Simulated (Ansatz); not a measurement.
Computed with Ansatz on PBE0-D4/def2-TZVP structures; ΔE is electronic, products minus reactants. CBS: MP2 limit from def2 TZ/QZ plus the TZ coupled-cluster correction, frozen cores. This one scheme is used for every species. Functionals use def2-TZVPP. B3LYP here is the variant with VWN-RPA as its local correlation; programs differ in this. def2 core potentials past Kr. For Sn outer-core shells are correlated without core-valence functions, which leaves a few kJ/mol of doubt a bond. Each species was taken in one conformer, which may not be the lowest.

Reaction (cleavage of the Si–Sn bond): `N[SiH](O)[SnH3]` + HCl → `N[SiH](O)Cl` + `[SnH4]`

```tsv
level	ΔE (kJ/mol)	difference from CCSD(T)/CBS
PBE-D4	-89.6	8.5
r2SCAN-D4	-104.3	-6.2
PBE0-D4	-96.4	1.7
B3LYP-D4	-99.7	-1.6
ωB97X-V	-105.3	-7.2
ωB97M-V	-107.1	-9.0
B2PLYP	-105.1	-7.0
PBE	-91.6	6.5
r2SCAN	-105.0	-6.9
PBE0	-98.5	-0.4
B3LYP	-102.7	-4.6
HF/def2-TZVPP	-122.9	-24.8
MP2/def2-TZVPP	-105.4	-7.3
SCS-MP2/def2-TZVPP	-107.1	-9.0
CCSD/def2-TZVPP	-104.0	-5.9
CCSD(T)/def2-TZVPP	-102.2	-4.1
HF/def2-QZVPP	-122.9	-24.8
MP2/def2-QZVPP	-103.0	-4.9
SCS-MP2/def2-QZVPP	-105.2	-7.1
HF/CBS(def2)	-122.9	-24.8
MP2/CBS(def2)	-101.3	-3.2
CCSD/CBS(def2)	-100.0	-1.9
CCSD(T)/CBS	-98.1	0
```

Largest T1 diagnostic among the species: 0.013.

In def2-TZVPP, CCSD(T) changes the Hartree–Fock value by +20.7 kJ/mol (the triples alone add +1.9 kJ/mol) and MP2 by +17.5 kJ/mol. From PBE to PBE0 (25 % exact exchange), in def2-TZVPP and without D4, ΔE moves by −6.9 kJ/mol.
